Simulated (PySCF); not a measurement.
Computed IR spectrum (relative IR intensity) of a molecule C2H9ClOSi2. Geometry optimised at B3LYP-D3(BJ)/def2-SVP. One conformer was computed; it need not be the lowest. Computed with B3LYP-D3(BJ)/def2-SVP in PySCF 2.14.0. Frequencies are harmonic and unscaled.

Lines under 2 % of the strongest are left out, and lines within 2 cm⁻¹ are merged.

ν (cm⁻¹): 233 (w), 264 (m), 311 (m), 353 (w), 486 (w), 540 (w), 612 (w), 676 (w), 681 (w), 739 (m), 749 (m), 816 (w), 861 (vs), 895 (s), 933 (s), 948 (m), 955 (w), 1046 (m), 1069 (w), 1235 (m), 1274 (w), 1329 (w), 2205 (s), 2213 (m), 2232 (s), 2261 (m), 2924 (w), 3788 (w) (against the strongest line: vs over 80 %, s over 45 %, m over 15 %, w over 4 %, vw less)

Pick the molecule that these values belong to.
A) OCC[Si@H]([SiH3])Cl
B) C[Si@@H](Cl)[C@@H](O)[SiH3]
C) C[SiH2]O[Si@@H](C)Cl
D) CC[Si@@H](Cl)O[SiH3]

B, C[Si@@H](Cl)[C@@H](O)[SiH3]
